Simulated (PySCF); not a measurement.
C4H5FOS2.
Numbering: `[O:1]=[CH:2]/[CH:3]=[CH:4]/[S:5][S:6][CH2:7][F:8]` (hydrogens: H9 on C2; H10 on C3; H11 on C4; H12, H13 on C7)

Structure optimised with GFN2-xTB, isolated species.

(1) What internal coordinates does the optimisation give?

Answers

(1) 
```
          bond  length (pm)
         O1=C2        120.6
         C2–C3        145.9
         C3=C4        133.6
         C4–S5        173.7
         S5–S6        204.2
         S6–C7        182.9
         C7–F8        135.7
         C2–H9        110.6
        C3–H10        108.0
        C4–H11        108.1
C7–H12, C7–H13        109.2
```

Bonds in one row agree within 1 pm and their mean is given. A selection of angles:
```
     angle  degrees
  O1–C2–C3    125.5
  O1–C2–H9    121.1
  C3–C2–H9    113.4
  C2–C3–C4    120.4
 C2–C3–H10    117.5
 C4–C3–H10    122.1
  C3–C4–S5    128.2
 C3–C4–H11    120.6
 S5–C4–H11    111.2
  C4–S5–S6    105.4
  S5–S6–C7    102.1
  S6–C7–F8    111.5
 S6–C7–H12    106.7
 S6–C7–H13    109.8
 F8–C7–H12    108.4
H12–C7–H13    112.1
```

Dihedral angles: O1–C2–C3–C4 -1° (synperiplanar); C2–C3–C4–S5 180° (antiperiplanar); C3–C4–S5–S6 -1° (synperiplanar); C4–S5–S6–C7 90°; S5–S6–C7–F8 -80° (synclinal). The mirror-image conformer, all signs reversed, is as good.

The C–S distances run from 1.737 Å (C4–S5, drawn single) to 1.829 Å (S6–C7, drawn single), a spread of 0.092 Å. Of the pairs four or more bonds apart, S6···H10 is among the closest relative to their van der Waals radii: 2.74 Å, 91 % of the sum of Bondi's values. The C–C distances run from 1.336 Å (C3=C4, drawn double) to 1.459 Å (C2–C3, drawn single), a spread of 0.123 Å. S5 (disulfide sulfur) is bent (angle 105.4°).

Point group: C1 (no symmetry element, even within 0.4 Å). Stationary, but not proved a minimum. The numbers are those of one conformer.

These are computed values.
